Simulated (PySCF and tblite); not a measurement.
Results of a calculation; reference values are marked as such.
C7H13ClO, numbered as in [CH3:1][C@H:2]1[CH2:3][CH2:4][O:5][CH2:6][CH2:7][C@@H:8]1[Cl:9].

Level: PBE0-D3(BJ)/pcSseg-1//GFN2-xTB, thermal terms from GFN2-xTB, symmetry numbers and mirror pairs counted. Conformers within 2.5 kcal/mol (GFN2-xTB free energy) were kept, 5 at most. GIAO shieldings: PBE0/pcSseg-1. Shifts are against TMS (¹H), TMS (¹³C) at the same level; of two unlike H on one atom, a is the less shielded. Programs: PySCF with density fitting and tblite.

The 7-ring runs over atoms 2–3–4–5–6–7–8.

| conformer | shape | symmetry | E(GFN2) kcal/mol | E(DFT) kcal/mol |
| --- | --- | --- | --- | --- |
| 1 | 7-ring puckered (ring torsions -76, 61, -77, 89, -39, -34, 83°) | C1 | 0.00 | 0.00 |
| 2 | 7-ring puckered (ring torsions -40, -44, 94, -73, 54, -71, 87°) | C1 | 1.06 | 0.53 |
| 3 | 7-ring puckered (ring torsions -73, 94, -45, -38, 88, -71, 52°) | C1 | 0.88 | 0.70 |
| 4 | 7-ring puckered (ring torsions 90, -78, 61, -74, 85, -37, -38°) | C1 | 0.26 | 0.98 |
| 5 | 7-ring puckered (ring torsions -89, 40, 39, -88, 71, -53, 69°) | C1 | 1.04 | 1.42 |

Q: How much do the weights at 298.15 K and the averaged shift of H6b depend on how the conformers are weighted?

A: 
```tsv
weighting	1 (%)	2 (%)	3 (%)	4 (%)	5 (%)	δ (ppm)	rms dipole (D)
DFT energy with thermal terms, symmetry and mirror images (full scheme)	40	25	21	8	6	3.77	1.83
DFT energy with symmetry and mirror images	50	21	15	10	5	3.80	1.78
bare DFT energy	50	21	15	10	5	3.80	1.78
GFN2-xTB energy with symmetry and mirror images	45	8	10	29	8	3.79	1.61
GFN2-xTB free energy	39	10	15	25	12	3.78	1.64
leading conformer alone	100	0	0	0	0	4.06	1.63
equal weights	20	20	20	20	20	3.70	1.72
full scheme, search stopped after three starts	0	100	0	0	0	3.22	2.32
```

The largest departure from the full scheme, 0.54 ppm, comes with: full scheme, search stopped after three starts.

For its torsions the set is small; conformers may be missing.
